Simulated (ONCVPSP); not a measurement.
## B: excitation energies, all-electron against ONCV

B (Z = 5), optimised norm-conserving Vanderbilt (ONCV), made with ONCVPSP 4.0.1 (PBE, scalar-relativistic). Core [He], reference 2s2 2p1. Waves: 2s: rc 1.25 bohr, ncon 4, nbas 9, qcut 5.5 1/bohr, 2 projectors, debl 1.5 Ha; 2p: rc 2.65 bohr, ncon 3, nbas 7, qcut 6.1 1/bohr, 3 projectors, debl 0.5 Ha. Local part: polynomial inside 1.10 bohr (lpopt 1, dvloc0 -1 Ha). Core correction: none.

Energies are relative to the spin-unpolarised reference configuration 2s2 2p1; without spin polarisation the order of configurations can differ from experiment.

Question: Give the all-electron excitation energy and the error of the potential for: 2s2 2p0; 2s1 2p0; 2s2 2p0.5; 2s0 2p3.

Answer:

```csv
valence configuration,charge,ΔE all-electron (eV),error AE − PS (meV)
2s2 2p0,+1,8.220,+42
2s1 2p0,+2,33.642,+161
2s2 2p0.5,+0.5,2.887,+5.7
2s0 2p3,0,11.721,-29
```

Levels in the configuration 2s2 2p0:

| level | all-electron (eV) | pseudo (eV) |
| --- | --- | --- |
| 2s | -19.511 | -19.439 |
